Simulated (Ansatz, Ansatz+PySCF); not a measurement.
| atom | x (Å) | y (Å) | z (Å) |
| --- | --- | --- | --- |
| O | 0.0000 | 0.0000 | -1.1883 |
| O | 0.0000 | 0.0000 | 1.1883 |

Basis set: cc-pVDZ (spherical functions). Correlated methods keep 2 orbitals frozen. Charge 0, multiplicity 3.

Computed with Ansatz (development build ahead of 0.2.0); each method stands on the lowest determinant of its kind that the runs found. Restricted functionals stand beside restricted open-shell atoms, which can lie above the unrestricted atoms usual in DFT and then raise those values.

(1) Give the atomization energy at this shape (free ground-state atoms in the same class of orbitals less the molecule, no zero-point energy) of triplet O2 by ωB97X (unrestricted), r²SCAN (unrestricted), ωB97X (restricted open-shell), r²SCAN (restricted open-shell), PBE0 (unrestricted), PBE (unrestricted), PBE (restricted open-shell), PBE0 (restricted open-shell), UHF-CCSDT(Q), UHF-CCSD(T), UHF-MP2, UHF, UHF-CCSD.

## Answers

(1)

```
                        method  atomization energy
          ωB97X (unrestricted)            -0.60 eV
         r²SCAN (unrestricted)            -0.39 eV
 ωB97X (restricted open-shell)            -2.16 eV
r²SCAN (restricted open-shell)            -1.38 eV
           PBE0 (unrestricted)            -0.58 eV
            PBE (unrestricted)            -0.08 eV
   PBE (restricted open-shell)            -0.62 eV
  PBE0 (restricted open-shell)            -2.05 eV
                  UHF-CCSDT(Q)             0.06 eV
                   UHF-CCSD(T)            -0.37 eV
                       UHF-MP2            -1.01 eV
                           UHF            -1.02 eV
                      UHF-CCSD            -0.62 eV
```

Caution: the shape is not the minimum. Caution for ωB97X (unrestricted), ωB97X (restricted open-shell), UHF-CCSDT(Q), UHF-CCSD(T), UHF-MP2, UHF, UHF-CCSD: the determinant breaks the point group. Caution for ωB97X (unrestricted), PBE0 (unrestricted), UHF-CCSDT(Q), UHF-CCSD(T), UHF-MP2, UHF, UHF-CCSD: the unrestricted determinant is a mixture of spin states. Caution for r²SCAN (unrestricted), PBE (unrestricted): the unrestricted determinant is spin contaminated. Caution for ωB97X (restricted open-shell), r²SCAN (restricted open-shell), PBE (restricted open-shell), PBE0 (restricted open-shell): an unrestricted determinant lies well below. Caution for ωB97X (restricted open-shell), r²SCAN (restricted open-shell), PBE0 (restricted open-shell), UHF-MP2, UHF: the molecule lies well above its atoms at this level. Caution for UHF-CCSDT(Q), UHF-CCSD(T), UHF-MP2, UHF-CCSD: large amplitudes, a single reference is doubtful. Caution for UHF-CCSDT(Q): the amplitudes may be one of several solutions. Caution for UHF-CCSD(T), UHF-MP2: another reference gives a lower total. Caution for UHF-CCSD(T): the program doubts this total.
